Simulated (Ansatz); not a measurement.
Ansatz (a program for electronic structure) input (CCSD(T)/def2-SVPD):

Ansatz 0.2 input:
```yaml
crystal:
  periodic: [false, false, false]
  atoms:
    - {symbol: C, position_ang: [-1.04781679, 0.10932284, -0.37262433]}
    - {symbol: Si, position_ang: [0.55917462, -0.05617424, 0.25288161]}
    - {symbol: H, position_ang: [-1.75364330, -0.72226473, -0.31024367]}
    - {symbol: H, position_ang: [-1.53931018, 1.08500344, -0.38271922]}
    - {symbol: H, position_ang: [1.75140953, -0.23223646, -0.61163372]}
basis:
  gaussian:
    orbitals: def2-SVPD
total_charge: 1
magnetization: {spin_polarized: false}
correlation: {method: ccsd_t, electrons: outside_noble_gas}
```

Output:

```
Functional definition: HF
integrals: 0.04 GiB planned
669 factors; integrals over basis functions are off by at most 1.1e-3 eV
mean field: 0.12 GiB planned
mean field evaluation 1: about -8917.9301 eV, gradient 4.9e1 eV
mean field evaluation 2: about -8917.9298 eV, gradient 4.9e1 eV
mean field evaluation 4: about -8925.9276 eV, gradient 4.4e0 eV
mean field evaluation 8: about -8926.1756 eV, gradient 3.1e-1 eV
mean field evaluation 16: about -8925.9280 eV, gradient 4.4e0 eV
mean field evaluation 32: about -8926.1771 eV, gradient 1.1e-6 eV
mean field -8926.17706068 eV, -328.0309566000 hartree, gradient 1.1e-6 eV, S^2 0.000000; 2 other end points of the search recorded, 0 dependent functions left out; unrestricted orbitals would lower it
6 core orbitals not correlated
reference -8926.17706068 eV, -328.0309566000 hartree; 5, 5 occupied and 57, 57 virtual orbitals, 669 factors
second order -5.89662425 eV of doubles, -0.00000000 eV of singles
coupled cluster: 0.13 GiB planned
cycle   1  -6.44605433 eV  change   -5.5e-1 eV  update   1.0e-1
cycle   2  -6.76792894 eV  change   -3.2e-1 eV  update   4.2e-2
cycle   3  -6.89138382 eV  change   -1.2e-1 eV  update   2.8e-2
cycle   4  -6.88633226 eV  change    5.1e-3 eV  update   9.0e-3
cycle   5  -6.88689771 eV  change   -5.7e-4 eV  update   3.4e-3
cycle   6  -6.88640752 eV  change    4.9e-4 eV  update   1.3e-3
cycle   7  -6.88635230 eV  change    5.5e-5 eV  update   4.1e-4
cycle   8  -6.88648756 eV  change   -1.4e-4 eV  update   1.7e-4
cycle   9  -6.88644466 eV  change    4.3e-5 eV  update   7.3e-5
cycle  10  -6.88643295 eV  change    1.2e-5 eV  update   2.7e-5
cycle  11  -6.88644166 eV  change   -8.7e-6 eV  update   8.4e-6
coupled cluster: 0.13 GiB planned
perturbative correction -0.33508056 eV, -0.0123139835 hartree
Total energy: -8933.39858290 eV, -328.2963426467 hartree
```
